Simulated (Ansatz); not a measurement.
Li3Cl3⁺. Total charge 1; doublet. Geometry PBE0-D4/def2-SVP.

Cartesian coordinates in Å:
```
Li -0.693 2.830 -0.471
Li -1.255 -1.494 0.842
Li 1.845 -0.946 -0.443
Cl 0.598 -2.471 0.397
Cl -1.463 0.825 0.340
Cl 0.968 1.255 -0.665
```

LC-ωPBE has ω = 0.4 bohr⁻¹. B3LYP takes the VWN-RPA correlation. HSE06 is defined as in plane-wave codes, on full-range PBE exchange. In the doublet, Cl5 and Cl6 lie 2.67 Å apart (atoms count from 1), so these atoms are partly bonded to each other. Another isomer (doublet) lies 0.03 eV lower at PBE0-D4/def2-TZVP; other spin states weren't run for this one.

Estimate the α-spin orbital energies around the gap (eV) in Ansatz with r2SCAN-D4/def2-TZVP, B3LYP-D4/6-31G, HSE06-D4/def2-TZVP, BHLYP-D4/def2-TZVP, LC-ωPBE/def2-TZVP.


```tsv
orbital	r2SCAN-D4/def2-TZVP	B3LYP-D4/6-31G	HSE06-D4/def2-TZVP	BHLYP-D4/def2-TZVP	LC-ωPBE/def2-TZVP
HOMO−13	-56.79	-59.34	-58.88	-63.70	-61.13
HOMO−12	-56.78	-59.34	-58.88	-63.69	-61.13
HOMO−11	-26.23	-27.59	-27.50	-30.47	-31.26
HOMO−10	-25.26	-26.55	-26.50	-29.41	-30.17
HOMO−9	-23.11	-24.44	-24.32	-27.11	-28.01
HOMO−8	-15.10	-16.07	-15.91	-17.80	-19.39
HOMO−7	-14.05	-15.09	-14.77	-16.56	-18.16
HOMO−6	-13.37	-14.40	-14.04	-15.76	-17.34
HOMO−5	-13.24	-14.17	-13.95	-15.73	-17.30
HOMO−4	-12.42	-13.33	-13.10	-14.83	-16.39
HOMO−3	-12.03	-12.92	-12.68	-14.42	-15.89
HOMO−2	-11.53	-12.45	-12.20	-13.86	-15.45
HOMO−1	-11.04	-11.82	-11.71	-13.35	-14.94
HOMO	-10.71	-11.51	-11.36	-12.99	-14.60
LUMO	-4.39	-5.14	-4.98	-4.44	-3.33
LUMO+1	-3.56	-4.14	-4.10	-3.47	-2.38
LUMO+2	-3.29	-3.83	-3.83	-3.16	-2.10
LUMO+3	-3.01	-3.48	-3.47	-2.79	-1.60
LUMO+4	-2.28	-2.90	-2.77	-2.07	-0.85
LUMO+5	-2.24	-2.82	-2.71	-1.92	-0.73
β HOMO	-10.71	-11.51	-11.35	-12.99	-14.60
β LUMO	-10.40	-10.10	-10.00	-8.61	-7.50
```
